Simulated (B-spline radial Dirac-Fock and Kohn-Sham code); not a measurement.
# Radiative decay of the 2s hole in Bi⁴⁺

System: Bi⁴⁺, configuration [Xe] 4f14 5d10 6s1, inside a Watson sphere of charge -4 and radius 3 Å (a model of the Madelung potential; inside it an electron's potential energy is raised by 19.2 eV).

The computed values come from a B-spline atomic structure program: independent-particle radiative and Coulomb Auger rates from relativistic LDA hole-state orbitals, with Dirac-Fock energies.

```
 line  multipole  energy (eV)  width (meV)  share (%)
L1-L2         E1        682.0        0.236     0.0163
L1-L3         E1       2975.1         47.7       3.30
L1-M2         E1      12692.0          489       33.8
L1-M3         E1      13210.7          526       36.3
L1-M4         E2      13704.6         18.2       1.26
L1-M5         E2      13812.8         27.3       1.88
L1-N2         E1      15581.1          126       8.72
L1-N3         E1      15709.8          149       10.3
L1-N4         E2      15925.9         2.76      0.191
L1-N5         E2      15950.0         4.38      0.303
L1-O2         E1      16274.5         25.9       1.79
L1-O3         E1      16299.1         30.3       2.09
L1-O4         E2      16369.0        0.367     0.0254
L1-O5         E2      16372.0        0.583     0.0402
```

The listed lines hold 100.0 % of the radiative rate. The radiative width is 1.45 eV in the length form and 1.46 eV in the velocity form; the two differ because the transition energies are not eigenvalue differences of the potential that gave the orbitals.
